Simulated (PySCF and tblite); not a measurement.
The numbers below are computed, except where a source is named.
System: C₅H₁₀SiSn, numbered as in [SiH3:1][C:2]1=[CH:3][C@@H:4]([SnH3:5])[CH:6]=[CH:7]1.

Two runs for the shift of H on C4 from C4 to C6 on the same PBE0-D3(BJ)/def2-SVP geometries. The first, B3LYP/pcSseg-1 (def2-TZVP on Sn) + D3(BJ), gave a barrier of 33.6 kcal/mol. The second was started with:

```json
{"job": {"kind": "nmr", "xc": "B3LYP", "basis": {"default": "pcSseg-1", "Sn": "def2-TZVP"}, "scf": {"conv": 0.01, "max_cycle": 60}, "pop": false}, "charge": 0, "multiplicity": 1}
```

```
final grid: 135736 points
cycle   1  E = -698.4752277834  dE = -3.432e+01  |g| = 2.899e+00  |ddm| = 3.128e+01
cycle   2  E = -643.7139911066  dE =  5.476e+01  |g| = 1.058e+01  |ddm| = 3.151e+01
cycle   3  E = -700.2245389983  dE = -5.651e+01  |g| = 5.179e-01  |ddm| = 3.071e+01
cycle   4  E = -700.2342801916  dE = -9.741e-03  |g| = 6.210e-01  |ddm| = 1.789e+00
cycle   5  E = -700.3406365967  dE = -1.064e-01  |g| = 1.708e-01  |ddm| = 8.181e-01
cycle   6  E = -700.3475434495  dE = -6.907e-03  |g| = 5.541e-02  |ddm| = 1.835e-01
converged SCF energy = -700.3475434495

GIAO shielding tensors (ppm)
atom      isotropic    diamagn.    paramagn.     s11        s22        s33       span
  0 Si     409.383     879.822    -470.439    370.289    404.880    452.981     82.692
  1 C       41.847     256.582    -214.736    -46.264     17.961    153.843    200.107
  2 C       29.842     251.923    -222.081    -82.171     26.712    144.986    227.157
```

(1) What is wrong with the second run, and what did it give?

Results:

(1) Its fault: SCF threshold far too loose. It ran through; the barrier from its energies is 33.4 kcal/mol, off by -0.2.
